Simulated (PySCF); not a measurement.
## Assignment exercise: C$_{7}$H$_{9}$BF$_{3}$N

Atom-mapped SMILES (the numbers label the heavy atoms): `[F:1][C:2]([F:3])([F:4])[CH2:5][BH2-:6][n+:7]1[cH:8][cH:9][cH:10][cH:11][cH:12]1`. Each H is labelled by its parent atom.

- J couplings at B3LYP/pcJ-1 (spin–dipole term only in couplings to heteroatoms)
- geometry from PBE0-D3(BJ)/def2-SVP
- shielding tensors at KT2/pcSseg-2 (GIAO)
- run in PySCF
- single conformer, gas phase, fast rotation and ring inversion assumed for equivalent nuclei, non-relativistic Hamiltonian

References, each an isolated molecule treated in the same way: ¹³C (182.28 ppm), ¹H (31.18 ppm) vs TMS.

Task: Assign these signals to the numbered atoms. ¹³C{¹H} NMR (computed): δ 146.8 (CH), 140.7 (C, q, J = 338.9 Hz), 135.6 (CH), 123.9 (CH), 32.9 (CH2, q, J = 26.4 Hz).

Result: 
| δ (ppm) | atoms | environment | reason |
| --- | --- | --- | --- |
| 146.8 | C8/C12 | aromatic CH next to a ring nitrogen | the adjacent ring nitrogen, though it donates into the ring, and the other ring atoms leave it deshielded |
| 140.7 | C2 | CF3 carbon | 3 electronegative neighbours deshield it |
| 135.6 | C10 | aromatic CH | the aromatic region |
| 123.9 | C9/C11 | aromatic CH | – |
| 32.9 | C5 | sp3 CH2 bonded to B | – |

Task: Assign these signals to the numbered atoms. ¹H NMR (300 MHz, computed): δ 8.76 (dd, J = 6.7, 1.3 Hz, 2H), 7.63 (tt, J = 8.5, 1.3 Hz, 1H), 7.26 (dd, J = 8.5, 6.7 Hz, 2H), 3.26 (br, 2H), 1.53 (q, J = 14.0 Hz, 2H).

Result: 
| δ (ppm) | atoms | environment | reason |
| --- | --- | --- | --- |
| 8.76 | H(C8)/H(C12) | hydrogen on an aromatic CH next to a ring nitrogen | ring current plus the neighbouring ring nitrogen |
| 7.63 | H(C10) | hydrogen on an aromatic CH | the ring current deshields protons in the ring plane |
| 7.26 | H(C9)/H(C11) | hydrogen on an aromatic CH | – |
| 3.26 | H(B6) | hydrogen on a boron bonded to C, N | – |
| 1.53 | H(C5) | hydrogen on an sp3 CH2 bonded to B | – |

Hydrogens on boron are broadened and split by ¹¹B (spin 3/2, 80 %) and 10B (spin 3). A carbon bonded to boron is broadened by the quadrupolar boron nucleus and is often missing from a measured spectrum. C–F couplings over four or more bonds (about 3 Hz to the para carbon of a fluoroarene) are left out. Common functionals overestimate the size of one-bond C–F couplings by tens of Hz; these are unscaled. Splittings below 1 Hz are ignored in the labels, and close J values are merged. Couplings among chemically equivalent protons are left out too, so labels in AA′BB′ or AA′XX′ sets are apparent multiplicities. Unscaled 3J(H,H) at this level run about 10 % above measured values. Shifts are as computed. Against solution values, carbons near 30 ppm lie about +3 ppm off and those near 130 ppm about -1 ppm. Of 1313 compounds with measured shifts, 239 miss one by over three times the rms of a fit or turn the order of signals round; such compounds aren't used in these exercises. Vicinal H,H couplings across rotating CH2–CH2 and CH–CH2 bonds are estimated from the computed gauche and anti values for equal rotamer populations, (2 J gauche + J anti)/3.
